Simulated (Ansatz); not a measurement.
`[CH3][GeH]([F])[SeH]` + H₂ → H₂Se + `[CH3][GeH2][F]` at 500 K and 1 bar (hydrogenolysis of the Se–Ge bond).

Calculated with Ansatz (gas phase, PBE0-D4/def2-TZVP geometries, no zero-point term in ΔE). CCSD(T)/CBS adds triple-zeta CCSD(T) − MP2 to the extrapolated MP2 energy (def2 sets, frozen cores). This one scheme is used for every species. For Ge, Se outer-core shells are correlated without core-valence functions, which leaves a few kJ/mol of doubt a bond. Scalar relativity is left out up to krypton. One conformer a species, not always the lowest.

```tsv
species	CCSD(T)/CBS energy (Eh)	H − E (kJ/mol)	S (J/(mol·K))
`[CH3][GeH]([F])[SeH]`	-4617.74462	190.7	422.8
H₂	-1.17544	41.0	145.5
H₂Se	-2401.89790	53.1	237.8
`[CH3][GeH2][F]`	-2217.00316	177.7	349.6
```

H − E and S are ideal-gas, rigid-rotor, harmonic terms from PBE0-D4/def2-TZVP, for one conformer and one mirror image of each species. The MP2-based limit puts H₂ 0.8 mEh under its directly extrapolated value; such offsets cancel only in part. 1 Eh = 2625.50 kJ/mol, R = 8.31446 J/(mol·K).

Problem. By hand: ΔE, ΔH, ΔS and ΔG.

Solution. ΔE = (-2401.89790) + (-2217.00316) − (-4617.74462) − (-1.17544) = 0.01900 Eh = 49.9 kJ/mol. Δ(H − E) = 53.1 + 177.7 − 190.7 − 41.0 = -0.9, so ΔH = 49.0 kJ/mol. ΔS = 237.8 + 349.6 − 422.8 − 145.5 = 19.1 J/(mol·K). ΔG = 49.0 − 500 × (19.1)/1000 = 39.5 kJ/mol.

Problem. By hand: the equilibrium constant, and the temperature at which ΔG would vanish if ΔH and ΔS stayed fixed.

Solution. log₁₀ K = −ΔG/(RT ln 10) = -4.1. ΔG = 0 at ΔH/ΔS = 2565 K, far beyond where these terms or the molecules hold.

ΔH outweighs TΔS. A doubt of 5 kJ/mol in ΔE shifts log₁₀ K by 0.5 here. Other conformers and mirror images would add mixing entropy, several J/(mol·K) or more a flexible species. These are equilibria of isolated gas molecules and say nothing of rates. Largest T1 diagnostic: 0.011 (customary marks: 0.02 for closed shells, 0.045 for open ones).
